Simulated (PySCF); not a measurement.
## Property card for `C[C@H]1C[C@@H]([Si@@H]([SiH3])[SiH2][SiH3])C1`

C5H18Si4.
SMILES with atom numbers: `[CH3:1][C@H:2]1[CH2:3][C@@H:4]([Si@@H:5]([SiH3:6])[SiH2:7][SiH3:8])[CH2:9]1` (hydrogens: H10, H11, H12 on C1; H13 on C2; H14, H15 on C3; H16 on C4; H17 on Si5; H18, H19, H20 on Si6; H21, H22 on Si7; H23, H24, H25 on Si8; H26, H27 on C9)

Structural features include: Si–H bond, C–Si bond and cyclobutane ring.

PBE0-D3(BJ)/def2-SVP geometry optimisation, gas phase (PySCF):

| Item | Value |
| --- | --- |
| Point group | C1 |
| Rotational constants A, B, C | 0.920, 0.514, 0.374 GHz |

From CAM-B3LYP/pcSseg-1 ground state and GIAO shieldings, non-relativistic (PySCF):

| Item | Value |
| --- | --- |
| Dipole moment | 1.14 D |
| HOMO energy | -8.70 eV |
| LUMO energy | 0.70 eV |
| HOMO–LUMO gap | 9.40 eV |
| 13C chemical shifts (computed TMS as zero) by class | 36.3 (C3), 34.1 (C2), 33.4 (C9), 22.9 (C1), 12.4 (C4) ppm |
| 1H chemical shifts (computed TMS as zero) by class | 3.82 (H17), 3.52 (H18/H19/H20), 3.52 (H23/H24/H25), 3.20 (H22), 3.18 (H21), 2.31 (H13), 2.07 (H15), 1.94 (H26), 1.63 (H16), 1.31 (H14), 1.22 (H27), 1.01 (H10/H11/H12) ppm |
| Isotropic shieldings of nuclei other than C and H, by class | 410 (Si5), 450 (Si8), 454 (Si6), 459 (Si7) ppm |

Monoisotopic mass from the formula: 190.0486 u.

With B = h/(8π²I), that is 505.379 GHz u Å² over I, the principal moments of inertia are 549.5, 983.2 and 1351.6 u Å² (most abundant isotopes). The rotational constants make it an asymmetric top with κ = (2B − A − C)/(A − C) = -0.49, nearer the prolate limit (−1). In atomic units the dipole is 0.45 e·bohr (1 au = 2.5417 D).

One conformer (not necessarily the lowest) at the PBE0-D3(BJ)/def2-SVP geometry, without solvent or vibrations. NMR classes are plain means over equivalent atoms (diastereotopic ones count apart unless rotation or inversion swaps them), as if these changed places fast; in this geometry the members of some classes differ.

Conformer computed: `[CH3:1][C@H:2]1[CH2:3][C@@H:4]([Si@@H:5]([SiH3:6])[SiH2:7][SiH3:8])[CH2:9]1`: C3–C4–Si5–Si6 43°, C4–Si5–Si7–Si8 46°.
